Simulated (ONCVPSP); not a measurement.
## Ranking ONCV potentials for rhodium (Rh)

All share these settings but for the change named:

```json
{"Element": "Rh (Z = 45)", "Generator": "ONCVPSP 4.0.1", "Type": "optimised norm-conserving Vanderbilt (ONCV)", "Functional": "revPBE", "Relativity": "scalar-relativistic", "Frozen core": "[Ar] 3d10", "Valence charge": "17", "Reference configuration": "4s2 4p6 4d7 5s2", "Partial waves": "4s+5s: rc 1.65 bohr, ncon 3, nbas 8, qcut 5.9 1/bohr, 3 projectors, debl 3.2 Ha; 4p: rc 1.50 bohr, ncon 4, nbas 7, qcut 10.7 1/bohr, 2 projectors, debl 3.9 Ha; 4d: rc 1.60 bohr, ncon 3, nbas 7, qcut 8.5 1/bohr, 2 projectors, debl 0.6 Ha", "Local potential": "polynomial inside 1.50 bohr (lpopt 5, dvloc0 0 Ha)", "Core correction": "Teter function, fcfact 4, rcfact 1.3"}
```

Test errors are all-electron minus pseudo excitation energies from the reference, over 4s2 4p6 4d8 5s1; 4s2 4p6 4d8 5s0; 4s2 4p6 4d7 5s0; 4s2 4p5 4d8 5s1. None of these files shows a bound ghost.

The base gives 73.5 meV.

Of 3 variants that were run, those that failed, showed a ghost or another fault, or gave nearly equal values are left out.

A variant can come out equal or close to the base, since the largest error may sit in a test that the change hardly touches while other tests move.

Task: Rank these variants by their largest absolute test error, smallest first.
A. core correction Teter function, fcfact 4, rcfact 1.82
B. d: rc 2.1
C. all radii but the core radius scaled by about 1.12 (s 1.86, p 1.68, d 1.80 bohr); local potential polynomial inside 1.68 bohr (lpopt 5, dvloc0 0 Ha)

Result: A (77.0 meV), C (90.9 meV), B (105.9 meV).
